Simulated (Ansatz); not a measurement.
Al₂Cu₃⁺ (the lowest singlet isomer of a short search) was relaxed with r2SCAN-D4 (def2-SVP) in Ansatz in these states: charge +1 quintet, charge +1 singlet, charge +1 triplet. The geometries follow in no particular order.

A:

```xyz
5

Al    0.804   -1.236    0.016
Al   -0.524    0.574   -1.253
Cu   -0.276    0.654    1.221
Cu   -1.585   -1.022    0.200
Cu    1.581    1.031   -0.183
```

B:

```xyz
5

Al    1.592   -0.131    0.090
Al   -1.164    0.633   -0.898
Cu   -0.556   -0.651    1.049
Cu   -0.008   -1.490   -1.130
Cu    0.136    1.640    0.889
```

C:

Cartesian coordinates in Å:
```
Al 1.8830 -0.7204 0.1145
Al -1.8532 0.6621 -0.4532
Cu -0.1243 0.2430 1.4101
Cu -0.4132 -1.2719 -0.3730
Cu 0.5077 1.0873 -0.6984
```

Q: Judge from the bond lengths which geometry belongs to which state (an estimate).

A: A is the charge +1 singlet (Al1–Al2 2.578 Å, Al1–Cu3 2.488 Å, Al2–Cu3 2.488 Å); B is the charge +1 triplet (Al1–Al2 3.026 Å, Al1–Cu3 2.410 Å, Al2–Cu3 2.410 Å); C is the charge +1 quintet (Al1–Al2 4.024 Å, Al1–Cu3 2.576 Å, Al2–Cu3 2.576 Å).

At PBE0-D4/def2-TZVP a singlet lies 1.22 eV below the charge +1 triplet. At PBE0-D4/def2-TZVP a singlet lies 2.80 eV below the charge +1 quintet. These are the stationary points nearest to one start from a short search; other shapes may lie lower in each state.
